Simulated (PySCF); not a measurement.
**Mo (molybdenum, neutral) across methods**

[Kr] 4d5 5p1, high-spin 7P determinant (an excited configuration). All numbers are calculated (PySCF 2.14, a scalar-relativistic core potential, in aug-cc-pwCVDZ-PP with ECP28MDF (6s6p5d3f, 70 functions)).

| method | E (hartree) | mean ε 4p β (eV) | mean ε 4d α (eV) | mean ε 5p α (eV) | Σ⟨r²⟩ (bohr²) | ⟨S²⟩ |
| --- | --- | --- | --- | --- | --- | --- |
| r2SCAN | -67.7962 | -38.288 | -6.123 | -2.136 | 63.07 | 12.001 |
| UHF | -67.23879 | -45.124 | -10.948 | -3.579 | 66.62 | 12.002 |
| LDA | -67.5953 | -37.716 | -5.950 | -2.229 | 63.15 | 12.000 |
| PBE0 | -67.7575 | -39.655 | -7.157 | -2.497 | 64.46 | 12.000 |
| PBE | -67.7717 | -37.583 | -5.810 | -2.115 | 64.08 | 12.000 |
| PBEsol | -67.6542 | -37.533 | -5.816 | -2.121 | 63.47 | 12.000 |
| TPSSh | -67.7366 | -38.515 | -6.247 | -2.187 | 64.16 | 12.000 |
| CAM-B3LYP | -67.7042 | -41.293 | -8.412 | -3.164 | 64.47 | 12.000 |
| BP86 | -67.8326 | -37.848 | -5.896 | -2.242 | 63.36 | 12.000 |

Energies and moments cover only the electrons outside the core potential.
